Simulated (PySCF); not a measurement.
C3H9AlS, SMILES [S](C)[Al]([CH3])[CH3].

Geometry optimised at PBE-D3(BJ)/def2-SVP. The structure was generated by enumeration; whether it is a known compound was not checked. The values are those of a single conformer.

Calculation: TDDFT-PBE0/def2-SVPD (PySCF).

Vertical excitations. Gas-phase values at a fixed geometry.

```json
[
 {"state": "S1", "energy (eV)": "5.53", "λ (nm)": "224", "f": "0.079", "main pairs": "HOMO→LUMO 94 %"},
 {"state": "S2", "energy (eV)": "5.54", "λ (nm)": "224", "f": "0.035", "main pairs": "HOMO→LUMO+1 91 %"},
 {"state": "S3", "energy (eV)": "5.84", "λ (nm)": "212", "f": "0.007", "main pairs": "HOMO−1→LUMO 49 %, HOMO→LUMO+2 43 %"},
 {"state": "S4", "energy (eV)": "5.91", "λ (nm)": "210", "f": "0.005", "main pairs": "HOMO−1→LUMO 48 %, HOMO→LUMO+2 39 %, HOMO−2→LUMO 8 %"},
 {"state": "S5", "energy (eV)": "6.06", "λ (nm)": "205", "f": "0.001", "main pairs": "HOMO−2→LUMO 90 %"},
 {"state": "S6", "energy (eV)": "6.40", "λ (nm)": "194", "f": "0.120", "main pairs": "HOMO−1→LUMO+1 95 %"},
 {"state": "S7", "energy (eV)": "6.65", "λ (nm)": "186", "f": "0.105", "main pairs": "HOMO−2→LUMO+1 98 %"},
 {"state": "S8", "energy (eV)": "6.80", "λ (nm)": "182", "f": "0.001", "main pairs": "HOMO−1→LUMO+2 93 %"},
 {"state": "S9", "energy (eV)": "6.97", "λ (nm)": "178", "f": "0.016", "main pairs": "HOMO→LUMO+3 92 %"},
 {"state": "S10", "energy (eV)": "7.30", "λ (nm)": "170", "f": "0.074", "main pairs": "HOMO−2→LUMO+2 94 %"},
 {"state": "T1", "energy (eV)": "4.67", "λ (nm)": "265", "f": "0", "main pairs": "HOMO→LUMO 97 %"},
 {"state": "T2", "energy (eV)": "5.21", "λ (nm)": "238", "f": "0", "main pairs": "HOMO→LUMO+1 55 %, HOMO→LUMO+2 29 %"},
 {"state": "T3", "energy (eV)": "5.44", "λ (nm)": "228", "f": "0", "main pairs": "HOMO→LUMO+2 56 %, HOMO→LUMO+1 27 %"},
 {"state": "T4", "energy (eV)": "5.59", "λ (nm)": "222", "f": "0", "main pairs": "HOMO−1→LUMO 85 %"}
]
```
Triplets are in the Tamm–Dancoff approximation, which puts them higher than full response would, so one can lie above its singlet here.
